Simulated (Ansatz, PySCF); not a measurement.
H4NO3Ta, SMILES [NH2][Ta](=[O])([OH])[OH], multiplicity 1.

Coordinates come from a B3LYP-D3(BJ)/def2-SVP optimisation. The spin state was assumed, not searched. The def2 effective core potentials stand for the cores of Ta; spin–orbit coupling is left out. Other conformers were not sampled.

Vertical ionisation energy (IE) and electron affinity (EA) in eV. Rows of orbital energies are one-electron estimates. Where ΔSCF, EOM or ADC give a negative EA the extra electron is unbound and the value depends on the basis.

```csv
level,IE,EA
"−ε(HOMO), −ε(LUMO), r2SCAN/def2-TZVP (PySCF)",6.68,0.94
"−ε(HOMO), −ε(LUMO), PBE/def2-TZVP (PySCF)",6.34,1.14
"ΔSCF, PBE0/def2-SVPD (Ansatz), final states of multiplicity 2 and 2",10.00,-0.77
"ΔSCF, PBE/def2-SVPD (Ansatz), final states of multiplicity 2 and 2",9.72,-0.59
```

Q: What vertical singlet–triplet gap does ΔSCF give with PBE0/def2-SVPD (Ansatz, a quantum-chemistry and plane-wave program) and with PBE/def2-SVPD (Ansatz)? (The exact figures need the calculation; the answer reports its results.)

A: 5.74 and 5.53 eV (triplet above singlet where positive).
